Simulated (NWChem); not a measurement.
Species: SiSH cation, singlet; SMILES [Si]=[SH+]

Computed with NWChem. Pople sets run with spherical d functions. Low-valent species are run as closed-shell singlets; no triplet was tried in these runs. The geometry was optimised at PBE0/def2-SVP. Level r2SCAN/6-31G*: energy and gradient on several grids; changes count from the extra-fine grid, which is no exact limit either.

| grid | size of the energy change (μHa) | largest change of a gradient component (μHa/bohr) |
|---|---|---|
| xcoarse | 500 | 2000 |
| coarse | < 10 | 60 |
| medium | < 10 | 80 |
| fine | < 10 | < 30 |
| xfine | < 10 | < 30 |
